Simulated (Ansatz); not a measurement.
Two isomers of C6H12O: A = `OC1CCCCC1`, B = `CCCCC(C)=O`.

Gas-phase electronic energies from Ansatz, PBE0-D4/def2-TZVP geometries. CBS: MP2 limit from def2 TZ/QZ plus the TZ coupled-cluster correction, frozen cores. Functionals use def2-TZVPP. B3LYP here is the variant with VWN-RPA as its local correlation; programs differ in this. Each species was taken in one conformer, which may not be the lowest.

(1) Which isomer does CCSD(T)/CBS put lower? Give the gap. (Best estimate.)

(2) Give E(B) − E(A) in kcal/mol with HF/def2-TZVPP, CCSD/def2-TZVPP, B3LYP-D4, PBE0-D4, r2SCAN-D4, ωB97M-V, CCSD(T)/def2-TZVPP. (An estimate is asked.)

Largest T1 diagnostic: 0.012.

## Answers

(1) The calculation gave: A, by 5.0 kcal/mol.

(2) Computed: HF/def2-TZVPP -1.9, CCSD/def2-TZVPP 4.5, B3LYP-D4 0.2, PBE0-D4 5.6, r2SCAN-D4 2.4, ωB97M-V 4.0, CCSD(T)/def2-TZVPP 4.2. The order is the other way round with HF/def2-TZVPP.

In def2-TZVPP, CCSD(T) changes the Hartree–Fock value by +6.1 kcal/mol (the triples alone add −0.2 kcal/mol) and MP2 by +7.9 kcal/mol. From PBE to PBE0 (25 % exact exchange), in def2-TZVPP and without D4, E(B) − E(A) moves by +3.7 kcal/mol.
